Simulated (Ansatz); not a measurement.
Compare A (`C=C1OC[SiH2]1`) with its isomer B (`[SiH3]C1=CCO1`).

Calculated with Ansatz (gas phase, PBE0-D4/def2-TZVP geometries, no zero-point term in ΔE). CCSD(T)/CBS adds triple-zeta CCSD(T) − MP2 to the extrapolated MP2 energy (def2 sets, frozen cores). Functionals use def2-TZVPP. B3LYP here is the variant with VWN-RPA as its local correlation; programs differ in this.

A:

Z-matrix (Å, degrees):
```
C
Si 1 1.900
O 1 1.451 2 90.2
H 1 1.092 2 117.7 3 -112.9
H 1 1.092 2 117.8 3 112.9
C 2 1.873 1 72.6 3 0.1
H 2 1.486 1 117.7 3 -113.0
H 2 1.486 1 117.8 3 113.2
C 6 1.325 2 142.8 1 179.9
H 9 1.084 6 121.7 2 -179.9
H 9 1.081 6 119.8 2 0.0
```

B:

Z-matrix (Å, degrees):
```
C
O 1 1.456
C 1 1.964 2 45.1
C 1 1.497 2 88.2 3 0.0
H 1 1.093 2 110.6 3 118.6
H 1 1.093 2 110.6 3 -118.5
Si 3 1.864 1 171.9 2 0.0
H 4 1.077 1 136.3 2 -180.0
H 7 1.484 3 106.9 1 180.0
H 7 1.485 3 110.3 1 -60.3
H 7 1.485 3 110.3 1 60.2
```

(1) Which is lower in electronic energy at CCSD(T)/CBS, and by how much? (An estimate is asked.)

(2) Give E(B) − E(A) in kJ/mol with PBE0-D4, r2SCAN-D4, B2PLYP, B3LYP-D4, CCSD/def2-TZVPP, ωB97M-V, CCSD(T)/def2-TZVPP. (Best estimate.)

Largest T1 diagnostic: 0.014.

Answers

(1) The calculation gave: A, by 40.7 kJ/mol.

(2) Computed: PBE0-D4 43.5, r2SCAN-D4 45.9, B2PLYP 42.3, B3LYP-D4 46.3, CCSD/def2-TZVPP 39.5, ωB97M-V 44.2, CCSD(T)/def2-TZVPP 39.2. None reverses the order clearly.
